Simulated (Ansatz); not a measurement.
Isomers of GeH6SSi, relaxed with PBE0-D4/def2-TZVP in Ansatz; electronic energies, one conformer each and not always the lowest. Functionals use def2-TZVPP; CBS adds triple-zeta CCSD(T) − MP2 to the MP2 limit of def2-TZVPP and def2-QZVPP.

Outer-core shells of Ge are correlated without core-valence functions. Scalar relativity is left out up to krypton. Spin–orbit coupling is left out.

Problem. Order them by energy at frozen-core CCSD(T)/CBS, lowest first. (Estimate.)
A. `S[SiH2][GeH3]`
B. `[SiH3][S][GeH3]`
C. `[SiH3][GeH2][SH]`

Solution. B (0.0 kJ/mol), A (32.8 kJ/mol), C (44.6 kJ/mol).

Problem. How do ωB97M-V, HF/CBS(def2), B3LYP, B2PLYP place them (kJ/mol, against `[SiH3][S][GeH3]`)? (An estimate is asked.)

Solution. The calculation gave: 
| isomer | ωB97M-V | HF/CBS(def2) | B3LYP | B2PLYP |
| --- | --- | --- | --- | --- |
| `S[SiH2][GeH3]` | 33.8 | 44.3 | 29.5 | 33.8 |
| `[SiH3][GeH2][SH]` | 45.3 | 49.8 | 38.4 | 43.1 |

B3LYP here is the variant with VWN-RPA as its local correlation; programs differ in this.
